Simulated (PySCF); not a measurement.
**NMR data sheet: C₂H₉N₂PSi**

```yaml
Formula: C2H9N2PSi
SMILES: C=N[Si@](C)(N)P
Point_group_of_the_computed_structure: C1
Carbon_signals: 2
Proton_signals: 5
```

Mapped SMILES: `[CH2:1]=[N:2][Si@:3]([CH3:4])([NH2:5])[PH2:6]` (H(Xn): hydrogen on atom n). Ha(C1) is cis to Si3; Hb(C1) is trans to Si3.

One averaged value for each set of equivalent atoms, no solvent, single conformer, no relativistic terms. GFN2-xTB structure; NMR shieldings at PBE0/pcSseg-1/GIAO; PySCF 2.14.

References, each an isolated molecule treated in the same way: TMS for ¹H (σ = 31.72 ppm) and ¹³C (σ = 186.93 ppm) and ²⁹Si (σ = 349.16 ppm); ³¹P (σ = 318.38 ppm) against H3PO4; NH3 for ¹⁵N (σ = 267.73 ppm).

```tsv
carbon	δC, type	δH (multiplicity)	HMBC from (2–3 bonds)	span of the C tensor (ppm)
C1	169.7, CH2	Ha(C1) 8.40 (m); Hb(C1) 8.39 (m)	–	204
C4	4.2, CH3	0.39 (m)	H(P6)	20
```

Other nuclei:
```csv
atoms,nucleus,environment,δ (ppm),σ (ppm)
H(N5),¹H,hydrogen on a nitrogen bonded to Si,0.85,30.86
H(P6),¹H,hydrogen on a phosphorus bonded to Si,0.80,30.91
P6,³¹P,"phosphorus bonded to Si, 2 H",-301.9,620.3
Si3,²⁹Si,"silicon bonded to C, 2 N, P",3.0,346.2
N2,¹⁵N,imine nitrogen,444.2,-176.5
N5,¹⁵N,"nitrogen bonded to Si, 2 H",32.0,235.8
```

δC 169.7: C=N carbon. δC 4.2: methyl carbon bonded to Si; an electropositive neighbour leaves it electron-rich and shielded. δH 8.40, 8.39: hydrogen on a C=N carbon. δH 0.85: hydrogen on a nitrogen bonded to Si; exchangeable, gas-phase position. δH 0.39: hydrogen on a methyl carbon bonded to Si; an electropositive neighbour shields it, as in TMS itself.

OH/NH shifts are gas-phase values; hydrogen bonding in solution moves them, usually downfield. Splittings by ³¹P in the carbon and heteronuclear signals aren't shown, as no couplings were computed. Shifts are as computed. Against solution values, carbons near 30 ppm lie about +3 ppm off and those near 130 ppm about +5 ppm. Of 1309 compounds with measured shifts, 239 miss one by over three times the rms of a fit or turn the order of signals round; such compounds aren't used in these exercises. Experimental scales use liquid or dissolved standards, which lie at an offset from isolated NH3 (liquid NH3: subtract about 20 ppm) and H3PO4. Unscaled 15N shifts of sp2 nitrogen come out 20 to 40 ppm too high even then. No couplings were computed; multiplicities are counted from neighbouring protons, with m where these are inequivalent, close in shift, in a saturated or five-membered ring or joined by F or P, and br s for small geminal =CH2 splittings.
